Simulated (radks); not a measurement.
Results of a calculation; reference values are marked as such.
Problem. Radial electron density D(r) = 4 pi r^2 rho(r) of an atom or ion with 29 electrons. Code: a radial shooting solver on a logarithmic mesh with Libxc functionals. Model: scalar-relativistic Kohn-Sham, r2SCAN, spin-polarised, spherical densities, finite nucleus; meta-GGA in the generalised Kohn-Sham scheme; Fermi nuclear charge, rms radius of each element as measured or else 0.836 A^(1/3) + 0.57 fm.

```
   r/bohr * D(r) (the largest magnitude, 42, reaches the edge; | marks zero)
 0.005095 |     *
 0.005837 |       *
 0.006688 |         *
 0.007723 |           *
 0.008849 |              *
  0.01022 |                 *
  0.01171 |                     *
  0.01341 |                         *
  0.01549 |                             *
  0.01775 |                                  *
  0.02033 |                                      *
  0.02348 |                                          *
   0.0269 |                                             *
  0.03082 |                                              *
   0.0356 |                                               *
  0.04078 |                                              *
  0.04672 |                                            *
  0.05396 |                                          *
  0.06182 |                                       *
  0.07083 |                                     *
   0.0818 |                                      *
  0.09371 |                                        *
   0.1074 |                                            *
    0.124 |                                                 *
   0.1421 |                                                     *
   0.1641 |                                                      *
    0.188 |                                                   *
   0.2153 |                                             *
   0.2487 |                                     *
   0.2849 |                              *
   0.3264 |                         *
    0.377 |                        *
   0.4319 |                           *
   0.4948 |                              *
   0.5715 |                               *
   0.6547 |                              *
   0.7501 |                          *
   0.8663 |                    *
   0.9925 |              *
    1.137 |         *
    1.313 |     *
    1.505 |   *
    1.724 | *
    1.991 | *
    2.281 |*
    2.634 |*
    3.018 |*
    3.457 *
    3.993 *
    4.574 *
    5.241 *
    6.053 *
    6.934 *
    7.945 *
    9.175 *
```

What is the nuclear charge?

Solution. Z = 30. The innermost maximum, from 1s, lies near gamma/Z bohr with gamma = sqrt(1 - (Z/c)^2) = 0.976, here 0.0325 bohr (found: 0.0350), and its height grows with Z. The density is that of the zinc ion Zn+ in [Ar] 3d10 4p1; the configuration itself is not fixed sharply by these data, and Z only to about a unit. D(r) has 3 maxima, at r = 0.0350, 0.159, 0.571 bohr, and minima at 0.0749, 0.359 bohr, inside which lie 2.09, 10.90 electrons.
